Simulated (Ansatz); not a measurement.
H7NOSSi2 (`N[SiH2][SiH](O)S`), relaxed with RKS PBE0-D4/def2-TZVP in the Gaussian-basis code of Ansatz from a PBE-D4/def2-SVP geometry. The force threshold is 0.005 eV/Å; the program also tests the step.

Charge 0, multiplicity 1.

Start:

```xyz
12

N     1.248   -1.279   -0.134
Si   -0.014   -0.637   -1.219
Si   -1.022    0.745    0.397
O    -0.696   -0.187    1.761
S     0.093    2.606    0.276
H     2.029   -0.638    0.053
H     1.632   -2.202   -0.361
H     0.483    0.008   -2.492
H    -0.870   -1.819   -1.586
H    -2.494    1.027    0.385
H     0.060   -0.780    1.519
H    -0.451    3.157    1.400
```

| step | energy (eV) | largest force (eV/Å) | largest move (Å) |
| --- | --- | --- | --- |
| 1 | -30232.7959 | 1.036 | 0.000 |
| 2 | -30232.8585 | 0.863 | 0.104 |
| 3 | -30232.8780 | 0.458 | 0.077 |
| 4 | -30232.8864 | 0.334 | 0.036 |
| 5 | -30232.8895 | 0.226 | 0.071 |
| 6 | -30232.8912 | 0.287 | 0.131 |
| 7 | -30232.8988 | 0.044 | 0.031 |
| 8 | -30232.9000 | 0.050 | 0.027 |
| 9 | -30232.9007 | 0.037 | 0.027 |
| 10 | -30232.9016 | 0.053 | 0.069 |
| 11 | -30232.9021 | 0.095 | 0.045 |
| 12 | -30232.9025 | 0.126 | 0.056 |
| 13 | -30232.9033 | 0.084 | 0.018 |
| 14 | -30232.9039 | 0.073 | 0.038 |
| 15 | -30232.9042 | 0.069 | 0.041 |
| 16 | -30232.9045 | 0.071 | 0.017 |
| 17 | -30232.9047 | 0.058 | 0.019 |
| 18 | -30232.9049 | 0.060 | 0.021 |
| 19 | -30232.9050 | 0.046 | 0.019 |
| 20 | -30232.9051 | 0.022 | 0.026 |
| 21 | -30232.9052 | 0.016 | 0.023 |
| 22 | -30232.9053 | 0.015 | 0.016 |
| 23 | -30232.9053 | 0.014 | 0.012 |
| 24 | -30232.9053 | 0.014 | 0.012 |
| 25 | -30232.9053 | 0.011 | 0.007 |
| 26 | -30232.9053 | 0.005 | 0.004 |
| 27 (rejected) | -30232.9053 | 0.003 | 0.001 |
| 28 | -30232.9053 | 0.002 | 0.001 |

End:

```xyz
12

N     1.453   -1.223   -0.382
Si   -0.003   -0.733   -1.182
Si   -1.007    0.690    0.386
O    -1.130   -0.088    1.835
S     0.338    2.363    0.451
H     2.112   -0.510   -0.108
H     1.942   -2.042   -0.709
H     0.165   -0.075   -2.514
H    -0.817   -1.961   -1.392
H    -2.382    1.164    0.102
H    -0.359   -0.604    2.087
H    -0.314    3.019    1.427
```

It took 110 s on 4 threads of an Arm Neoverse V2 on a shared host, with 0.66 GiB of host memory at the peak.
